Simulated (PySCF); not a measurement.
Isomers of C6H7F3O2, mass 168.040 u with the commonest isotopes. The calculation used PBE0/pcSseg-1 in PySCF (dipole) on a GFN2-xTB geometry, gas phase. One conformer each, none proved a minimum here; rigid rotors.

Task: Order these by rotational constant B, smallest first.
A. `[CH2:1]=[CH:2][C:3](=[O:4])[O:5][C@H:6]([CH3:7])[C:8]([F:9])([F:10])[F:11]` with C1–C2–C3–O4 -1°, C2–C3–O5–C6 -178°, C3–O5–C6–C7 -130°
B. `[CH3:1][C@H:2]1[O:3][CH2:4][CH:5]=[C:6]1[O:7][C:8]([F:9])([F:10])[F:11]` with C5–C6–O7–C8 2°
C. `[CH2:1]=[C:2]([CH3:3])[O:4]/[CH:5]=[CH:6]/[O:7][C:8]([F:9])([F:10])[F:11]` with C1–C2–O4–C5 23°, C2–O4–C5–C6 -158°, C5–C6–O7–C8 -2°
D. `[O:1]=[C:2]1[CH2:3][CH2:4][O:5][C@H:6]1[CH2:7][C:8]([F:9])([F:10])[F:11]` with O5–C6–C7–C8 -76°, O1–C2–C3–C4 -172°, C2–C3–C4–O5 -26°, C3–C4–O5–C6 35°, C4–O5–C6–C7 -151°
E. `FC(F)(F)[C@H]1OCC12COC2`

Result: C (476.4 MHz), A (625.7 MHz), D (668.5 MHz), B (710.3 MHz), E (905.1 MHz).

Task: Order these by radius of gyration √(Σ m r²/M), largest first.
A. `FC(F)(F)[C@H]1OCC12COC2`
B. `[CH2:1]=[C:2]([CH3:3])[O:4]/[CH:5]=[CH:6]/[O:7][C:8]([F:9])([F:10])[F:11]` with C1–C2–O4–C5 23°, C2–O4–C5–C6 -158°, C5–C6–O7–C8 -2°
C. `[O:1]=[C:2]1[CH2:3][CH2:4][O:5][C@H:6]1[CH2:7][C:8]([F:9])([F:10])[F:11]` with O5–C6–C7–C8 -76°, O1–C2–C3–C4 -172°, C2–C3–C4–O5 -26°, C3–C4–O5–C6 35°, C4–O5–C6–C7 -151°
D. `[CH3:1][C@H:2]1[O:3][CH2:4][CH:5]=[C:6]1[O:7][C:8]([F:9])([F:10])[F:11]` with C5–C6–O7–C8 2°

Result: B (2.649 Å), C (2.365 Å), D (2.288 Å), A (2.111 Å).

Task: Order these by dipole moment, largest first.
A. `[CH3:1][C@H:2]1[O:3][CH2:4][CH:5]=[C:6]1[O:7][C:8]([F:9])([F:10])[F:11]` with C5–C6–O7–C8 2°
B. `FC(F)(F)[C@H]1OCC12COC2`
C. `[O:1]=[C:2]1[CH2:3][CH2:4][O:5][C@H:6]1[CH2:7][C:8]([F:9])([F:10])[F:11]` with O5–C6–C7–C8 -76°, O1–C2–C3–C4 -172°, C2–C3–C4–O5 -26°, C3–C4–O5–C6 35°, C4–O5–C6–C7 -151°
D. `[CH2:1]=[CH:2][C:3](=[O:4])[O:5][C@H:6]([CH3:7])[C:8]([F:9])([F:10])[F:11]` with C1–C2–C3–O4 -1°, C2–C3–O5–C6 -178°, C3–O5–C6–C7 -130°

Result: C (3.48 D), D (2.64 D), B (1.95 D), A (1.04 D).

```tsv
SMILES	point group	Ia (u·Å²)	Ib (u·Å²)	Ic (u·Å²)	κ	μa (D)	μb (D)	μc (D)
O=C1CCO[C@H]1CC(F)(F)F	C1	237.36	755.98	886.38	-0.87	3.26	1.16	0.34
C=CC(=O)O[C@H](C)C(F)(F)F	C1	235.82	807.68	852.90	-0.96	1.57	1.76	1.17
C[C@H]1OCC=C1OC(F)(F)F	C1	227.29	711.53	819.84	-0.88	0.79	0.45	0.50
FC(F)(F)[C@H]1OCC12COC2	C1	269.57	558.37	669.09	-0.73	1.57	1.08	0.39
C=C(C)O/C=C/OC(F)(F)F	C1	173.87	1060.75	1123.54	-0.98	2.59	0.18	0.01
```
